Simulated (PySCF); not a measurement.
A calculated (M06, PySCF 2.14, x2c-QZVPPall, the spin-free X2C one-electron Hamiltonian (Gaussian nucleus)) atom or ion has these occupied shells.

| shell | electrons | orbital energy (eV) | rms radius, mean of both spins (bohr) |
| --- | --- | --- | --- |
| 1s α | 1 | -869.43 | 0.183 |
| 1s β | 1 | -868.62 | 0.183 |
| 2s α | 1 | -61.555 | 0.948 |
| 2s β | 1 | -57.695 | 0.948 |
| 2p α | 3 | -36.509 | 0.995 |
| 2p β | 2 | -34.095 | 0.995 |

(1) Name the element and its charge.

Results:

(1) Ne⁺ (neon, charge +1), in [He] 2s2 2p5, 2P determinant.
